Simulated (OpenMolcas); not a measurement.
Ta3+ among 4 point charges of -1.5 e arranged as a tetrahedron (Td).

* Program: OpenMolcas
* Method: CASSCF
* Basis: ANO-RCC-VDZP [7s6p4d2f1g]
* Scalar Hamiltonian: DKH2, point nucleus
* Active space: 2 electrons in 5 orbitals (5d)
* State averaging: 2S+1 = 3 even, 10 roots; 2S+1 = 1 even, 15 roots
* Spin-orbit coupling: RASSI with atomic mean-field integrals over the reference wave functions

All point charges move together. At R = 2.25 Å the first state of the same spin is 3554 cm-1, and at R = 2.39 Å it is 2917 cm-1.

Problem. A third run gives 4717 cm-1. What distance was it run at?

Solution. With a power law R^-n the two known points give n = -ln(2917 / 3554) / ln(2.39 / 2.25) = 3.27. Then R = 2.25 × (3554 / 4717)^(1/3.27) = 2.063 Å. The run was at 2.03 Å, so the estimate is off by +0.033 Å.

Without dynamic correlation the repulsion within the d shell is too large (B by tens of per cent), so at a given field states of lower spin stand too high. Spin-orbit coupling mixes the spin-free states strongly: the lowest level takes only 68 % from its leading state, 3A2 (figures for R = 2.03; the like holds for R = 2.25, R = 2.39). Point charges carry no covalency, so the field is a model and not that of real ligands. No measured value stands beside these numbers.
